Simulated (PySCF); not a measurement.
**A small calculation by hand: oscillator strength and radiative lifetime**

Sn(H)(NH2) (H3NSn), SMILES [SnH][NH2] (connectivity only; charge and spin as stated), neutral, multiplicity 1.

Coordinates come from a B3LYP-D3(BJ)/def2-TZVP optimisation. The def2 effective core potentials stand for the cores of Sn; spin–orbit coupling is left out.

TDA-ωB97X/def2-TZVPD (PySCF 2.14.0) puts the first singlet state with f over 0.02 at 3.37 eV (vertical), with the transition dipole (0.000, 0.000, -0.663) in atomic units.

Task: Find the oscillator strength, the wavelength and the radiative lifetime that this transition would have in vacuum if emission retraced absorption.

Result: 
|μ|² = 0.4396 au, so |μ| = 1.69 D. ΔE = 3.37/27.211 = 0.1238 hartree. f = (2/3) ΔE |μ|² = 0.036 (the program prints 0.036).
λ = 1239.84/3.37 = 368 nm; ν = 27181 cm⁻¹.
Einstein's coefficient A = 0.6670 ν² f s⁻¹ (ν in cm⁻¹) = 1.8e7 s⁻¹, so τ = 1/A = 56 ns. This state is S1. The figure is the radiative limit of this one transition; relaxation, internal conversion, crossing to triplets and a medium change what is measured.
